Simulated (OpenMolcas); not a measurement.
An OpenMolcas run meant for W+ (ANO-RCC-VTZP, DKH2; inactive shells 1s 2s 2p 3s 3p 3d 4s 4p 4d 4f 5s 5p; intended active space 5 electrons in 6 orbitals (5d 6s)). One step of its input:

```
&RASSCF
FileOrb=start.orb
Symmetry=1
Spin=6
nActEl=5 0 0
Inactive=15 19
Ras2=6 0
CIRoot=6 6 1
SDav=6
CIMx=300
Iter=60 100
PrWF=0.3
OrbListing=Nothing
MaxOrb=0
Atom
Thrs=1.0e-4 5.0e-1 5.0e-1
```

The run finished. Its levels beside those of a sound run (CASSCF), in cm⁻¹ above each run's lowest level:

| Level | This run | Usual run |
| --- | --- | --- |
| 5d⁴ 6s ⁶D_1/2 | 0.0 | 0.0 |
| 5d⁴ 6s ⁶D_3/2 | 993 | 985 |
| 5d⁴ 6s ⁶D_5/2 | 2410 | 2402 |
| 5d⁴ 6s ⁶D_7/2 | 4039 | 4038 |
| 5d⁴ 6s ⁶D_9/2 | 5673 | 5694 |
| 5d⁵ ⁶S_5/2 | 7518 | 8389 |
| 5d⁴ 6s ⁴P_1/2 | 12318 | 12758 |
| 5d⁴ 6s ⁴P_3/2 | 13337 | 13817 |

Question: Which setting is unsound, and how much does it matter here?

Answer: The convergence thresholds are far too loose, so the orbitals stop early. Against the sound run the excited levels shown move by 260 cm-1 on average and by 870 cm-1 at most.

Without dynamic correlation excited terms often stand tens of per cent too high (terms of higher spin than the ground term too low), and those without a measured partner can miss by more than the paired ones. A single d shell beside an s shell can misplace configurations of different d count against each other. Some high roots are left out of the spin-orbit mixing, which shifts the levels that they would mix with (holds for the sound run). Only configurations of the active space appear.
